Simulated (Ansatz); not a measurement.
C4H12GeO4, triplet, at the geometry of the source list (a higher spin typed on purpose: for a closed-shell molecule this is an excited state); HF/STO-3G run with Ansatz (a first-principles code).

Ansatz was given this input:
Ansatz 0.2 input:
```yaml
crystal:
  periodic: [false, false, false]
  atoms:
    - {symbol: C, position_ang: [-0.80310000, -2.35250000, -1.36370000]}
    - {symbol: O, position_ang: [-0.63480000, -0.94180000, -1.32240000]}
    - {symbol: Ge, position_ang: [0.02220000, -0.01870000, 0.00450000]}
    - {symbol: O, position_ang: [-0.40340000, 1.64180000, -0.31950000]}
    - {symbol: C, position_ang: [-1.62880000, 2.11330000, -0.86520000]}
    - {symbol: O, position_ang: [-0.62840000, -0.76800000, 1.44110000]}
    - {symbol: C, position_ang: [-0.26250000, -0.47940000, 2.78090000]}
    - {symbol: O, position_ang: [1.75700000, -0.02730000, 0.20980000]}
    - {symbol: C, position_ang: [2.68660000, 0.72910000, -0.55240000]}
    - {symbol: H, position_ang: [-1.66060000, -2.54710000, -2.01150000]}
    - {symbol: H, position_ang: [-0.99760000, -2.76220000, -0.37410000]}
    - {symbol: H, position_ang: [0.08700000, -2.82470000, -1.78270000]}
    - {symbol: H, position_ang: [-2.26130000, 2.50270000, -0.06380000]}
    - {symbol: H, position_ang: [-2.16470000, 1.32800000, -1.39980000]}
    - {symbol: H, position_ang: [-1.38020000, 2.91780000, -1.56090000]}
    - {symbol: H, position_ang: [0.81550000, -0.55100000, 2.92120000]}
    - {symbol: H, position_ang: [-0.59440000, 0.51870000, 3.07120000]}
    - {symbol: H, position_ang: [-0.76370000, -1.22630000, 3.39760000]}
    - {symbol: H, position_ang: [2.66570000, 0.43870000, -1.60420000]}
    - {symbol: H, position_ang: [2.47980000, 1.79720000, -0.47420000]}
    - {symbol: H, position_ang: [3.66960000, 0.51150000, -0.13180000]}
basis:
  gaussian:
    orbitals: STO-3G
hamiltonian:
  xc: hf
magnetization: {spin_polarized: true, initial_magnetization: 2}
```

The log (banner, timings and long lists left out):

```
Functional definition: HF
943 factors; integrals over basis functions are off by at most 3.6e-5 eV
mean field evaluation 1: about -68116.3989 eV, gradient 2.7e1 eV
mean field evaluation 2: about -68116.9252 eV, gradient 2.7e1 eV
mean field evaluation 4: about -68123.3203 eV, gradient 4.4e0 eV
mean field evaluation 8: about -68124.6793 eV, gradient 2.0e0 eV
mean field evaluation 16: about -68124.9621 eV, gradient 8.4e-6 eV
mean field evaluation 32: about -68124.5321 eV, gradient 1.1e0 eV
mean field evaluation 64: about -68123.8415 eV, gradient 7.1e-2 eV
mean field evaluation 96: about -68124.6910 eV, gradient 8.4e-1 eV
mean field evaluation 128: about -68116.6479 eV, gradient 2.6e1 eV
mean field evaluation 160: about -68124.9222 eV, gradient 6.6e-1 eV
mean field -68124.96213299 eV, -2503.5461816295 hartree, gradient 8.4e-6 eV, S^2 2.013194; 2 other end points of the search recorded, 0 dependent functions left out
reference -68124.96213299 eV, -2503.5461816295 hartree; 51, 49 occupied and 19, 21 virtual orbitals, 943 factors
Total energy: -68124.96213299 eV, -2503.5461816295 hartree
```
